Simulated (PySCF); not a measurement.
Isomers of C2H10O2SSi2, mass 153.994 u with the commonest isotopes. The calculation used CAM-B3LYP/def2-SVPD in PySCF (dipole) on a GFN2-xTB geometry, gas phase. One conformer each, none proved a minimum here; rigid rotors.

Question: Order these by out-of-plane moment Σ m c² = (Ia + Ib − Ic)/2, largest first.
A. `[CH3:1][O:2][SiH2:3][Si@H:4]([OH:5])[S:6][CH3:7]` with C1–O2–Si3–Si4 177°, O2–Si3–Si4–O5 180°, Si3–Si4–O5–H -160°, Si3–Si4–S6–C7 -64°
B. `[CH3:1][S:2][Si@@H:3]([CH3:4])[O:5][SiH2:6][OH:7]` with C1–S2–Si3–C4 -178°, S2–Si3–O5–Si6 -31°, Si3–O5–Si6–O7 27°, O5–Si6–O7–H -42°
C. `[CH3:1][O:2][SiH2:3][S:4][SiH2:5][O:6][CH3:7]` with C1–O2–Si3–S4 -45°, O2–Si3–S4–Si5 -167°, Si3–S4–Si5–O6 -4°, S4–Si5–O6–C7 180°
D. `[CH3:1][O:2][SiH2:3][S:4][Si@H:5]([CH3:6])[OH:7]` with C1–O2–Si3–S4 -177°, O2–Si3–S4–Si5 -40°, Si3–S4–Si5–C6 164°, S4–Si5–O7–H -27°
E. `[CH3:1][O:2][SiH:3]([O:4][CH3:5])[S:6][SiH3:7]` with C1–O2–Si3–O4 57°, O2–Si3–O4–C5 -171°, O2–Si3–S6–Si7 -48°

Answer: B (54.37 u·Å²), E (39.50 u·Å²), A (25.34 u·Å²), D (20.67 u·Å²), C (11.62 u·Å²).

Question: Order these by rotational constant A, smallest first.
A. `[CH3:1][O:2][SiH2:3][S:4][SiH2:5][O:6][CH3:7]` with C1–O2–Si3–S4 -45°, O2–Si3–S4–Si5 -167°, Si3–S4–Si5–O6 -4°, S4–Si5–O6–C7 180°
B. `[CH3:1][O:2][SiH2:3][Si@H:4]([OH:5])[S:6][CH3:7]` with C1–O2–Si3–Si4 177°, O2–Si3–Si4–O5 180°, Si3–Si4–O5–H -160°, Si3–Si4–S6–C7 -64°
C. `[CH3:1][S:2][Si@@H:3]([CH3:4])[O:5][SiH2:6][OH:7]` with C1–S2–Si3–C4 -178°, S2–Si3–O5–Si6 -31°, Si3–O5–Si6–O7 27°, O5–Si6–O7–H -42°
D. `[CH3:1][O:2][SiH:3]([O:4][CH3:5])[S:6][SiH3:7]` with C1–O2–Si3–O4 57°, O2–Si3–O4–C5 -171°, O2–Si3–S6–Si7 -48°
E. `[CH3:1][O:2][SiH2:3][S:4][Si@H:5]([CH3:6])[OH:7]` with C1–O2–Si3–S4 -177°, O2–Si3–S4–Si5 -40°, Si3–S4–Si5–C6 164°, S4–Si5–O7–H -27°

Answer: C (1694 MHz), B (1857 MHz), D (1908 MHz), E (2472 MHz), A (3091 MHz).

Question: Order these by rotational constant C, smallest first.
A. `[CH3:1][O:2][SiH:3]([O:4][CH3:5])[S:6][SiH3:7]` with C1–O2–Si3–O4 57°, O2–Si3–O4–C5 -171°, O2–Si3–S6–Si7 -48°
B. `[CH3:1][S:2][Si@@H:3]([CH3:4])[O:5][SiH2:6][OH:7]` with C1–S2–Si3–C4 -178°, S2–Si3–O5–Si6 -31°, Si3–O5–Si6–O7 27°, O5–Si6–O7–H -42°
C. `[CH3:1][O:2][SiH2:3][S:4][SiH2:5][O:6][CH3:7]` with C1–O2–Si3–S4 -45°, O2–Si3–S4–Si5 -167°, Si3–S4–Si5–O6 -4°, S4–Si5–O6–C7 180°
D. `[CH3:1][O:2][SiH2:3][Si@H:4]([OH:5])[S:6][CH3:7]` with C1–O2–Si3–Si4 177°, O2–Si3–Si4–O5 180°, Si3–Si4–O5–H -160°, Si3–Si4–S6–C7 -64°
E. `[CH3:1][O:2][SiH2:3][S:4][Si@H:5]([CH3:6])[OH:7]` with C1–O2–Si3–S4 -177°, O2–Si3–S4–Si5 -40°, Si3–S4–Si5–C6 164°, S4–Si5–O7–H -27°

Answer: C (624.7 MHz), D (685.2 MHz), E (716.5 MHz), A (757.1 MHz), B (812.5 MHz).

```csv
SMILES,point group,Ia (u·Å²),Ib (u·Å²),Ic (u·Å²),κ,μa (D),μb (D),μc (D)
CS[Si@@H](C)O[SiH2]O,C1,298.34,432.45,622.04,-0.19,0.35,0.74,0.07
CO[SiH2][Si@H](O)SC,C1,272.14,516.12,737.58,-0.50,1.45,0.79,0.54
CO[SiH2]S[Si@H](C)O,C1,204.48,542.17,705.30,-0.75,2.16,0.63,0.43
CO[SiH2]S[SiH2]OC,C1,163.48,668.76,809.00,-0.89,1.77,0.70,0.67
CO[SiH](OC)S[SiH3],C1,264.87,481.70,667.56,-0.49,0.13,0.03,0.46
```
